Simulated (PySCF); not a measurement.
C6H9FO2.
Atom-mapped SMILES: `[CH3:1][O:2][C:3]1=[CH:4][C@@H:5]([F:6])[CH2:7][O:8][CH2:9]1`

Structure used (GFN2-xTB), in Å, numbered top down from 1:
```
atom  x, y, z in Å
C1     2.6210   -0.6322   -1.0774
O2     1.6769   -1.0373   -0.1114
C3     0.5003   -0.3653   -0.0578
C4     0.1401    0.6859   -0.7899
C5    -1.2102    1.3118   -0.6209
F6    -1.7586    1.5758   -1.8675
C7    -2.1492    0.3739    0.1438
O8    -1.5122   -0.1306    1.2903
C9    -0.4268   -0.9647    0.9717
H10    3.4629   -1.3135   -0.9724
H11    2.2101   -0.7081   -2.0882
H12    2.9545    0.3940   -0.8977
H13    0.7752    1.1410   -1.5316
H14   -1.1343    2.2892   -0.1229
H15   -3.0386    0.9026    0.4900
H16   -2.4524   -0.4412   -0.5300
H17   -0.7857   -1.9367    0.5933
H18    0.1182   -1.1382    1.9022
```

Definitions: NICS(0) = −σiso at the ring centroid; NICS(1) = −σiso and NICS(1)zz = −σzz at ±1 Å along the ring normal z. Level: GIAO PBE0/pcSseg-1 (PySCF, non-relativistic, gas phase) on the GFN2-xTB geometry, one conformer.

Ring bond lengths (Å), with Mayer bond orders in brackets: C3–C4 1.331 (1.75), C4–C5 1.498 (1.01), C5–C7 1.532 (1.03), C7–O8 1.405 (0.93), O8–C9 1.405 (0.94), C9–C3 1.510 (1.01).

Give the NICS values of each ring in ppm.

```csv
ring,type,NICS(0),"NICS(1), two faces","NICS(1)zz, two faces",rms pucker (Å),"centre to ring atoms, mean (Å)"
C3–C4–C5–C7–O8–C9,"6-membered ring with O; formal bonds 1 double, 5 single",-2.4,-1.7 / -2.9,2.9 / 0.2,0.20,1.41
```

What can be read from them?

- C3–C4–C5–C7–O8–C9: mean NICS(1)zz 1.6 ppm, near zero. C5, C7, C9 have four or more neighbours, and the NICS criterion for π rings isn't applied.

How shielded are the nuclei of the rings and their hydrogens (means over atoms taken as equivalent)?

```json
{"atoms": "C3", "environment": "vinylic carbon bearing oxygen", "σ isotropic (ppm)": "20.4"}
{"atoms": "C4", "environment": "alkene CH carbon", "σ isotropic (ppm)": "87.9"}
{"atoms": "C5", "environment": "sp3 C–F carbon", "σ isotropic (ppm)": "99.5"}
{"atoms": "C7", "environment": "sp3 carbon bound to oxygen", "σ isotropic (ppm)": "115.2"}
{"atoms": "O8", "environment": "cyclic ether oxygen", "σ isotropic (ppm)": "309.7"}
{"atoms": "C9", "environment": "sp3 carbon bound to oxygen", "σ isotropic (ppm)": "117.5"}
{"atoms": "H13", "environment": "vinylic hydrogen", "σ isotropic (ppm)": "26.83"}
{"atoms": "H14", "environment": "methine hydrogen", "σ isotropic (ppm)": "26.20"}
{"atoms": "H15", "environment": "methylene hydrogen", "σ isotropic (ppm)": "27.41"}
{"atoms": "H16", "environment": "methylene hydrogen", "σ isotropic (ppm)": "28.31"}
{"atoms": "H17", "environment": "methylene hydrogen", "σ isotropic (ppm)": "27.55"}
{"atoms": "H18", "environment": "methylene hydrogen", "σ isotropic (ppm)": "27.60"}
```
